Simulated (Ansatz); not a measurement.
Species: BBr (charge +1, doublet). SMILES: [B][Br+]
Coordinates optimised at B3LYP-D3(BJ)/def2-TZVP (Ansatz, a program for electronic structure):
```xyz
2

B      0.0000     0.0000    -1.5355
Br     0.0000     0.0000     0.2194
```
Charge +1, spin multiplicity 2.

Property: vertical electron affinity (to the singlet state of charge +0; a negative value means that the extra electron is unbound and the number depends on the basis; each state is the SCF solution reached for its spin; for the singlet the Hartree-Fock reference is unstable and T1 is 0.017), in eV. Valence correlation only, unless marked. Open shells are spin-unrestricted. No spin-orbit coupling. The frozen core is the preceding noble-gas configuration, with the filled d and f shells of earlier blocks. Non-relativistic. CBS(X,Y): correlation extrapolated as X^-3; Hartree-Fock from the larger set.

| level | program | vertical electron affinity (eV) |
|---|---|---|
| PBE/def2-TZVPD | Ansatz | 9.19 |
| r2SCAN/def2-TZVPD | Ansatz | 9.08 |
| PBE0/def2-TZVPD | Ansatz | 9.24 |

Task: What does CCSD(T)/CBS(aug-cc-pVTZ,aug-cc-pVQZ) (Ansatz) give?

Result: 9.51 eV, so PBE0/def2-TZVPD differs from it by -0.27 eV.
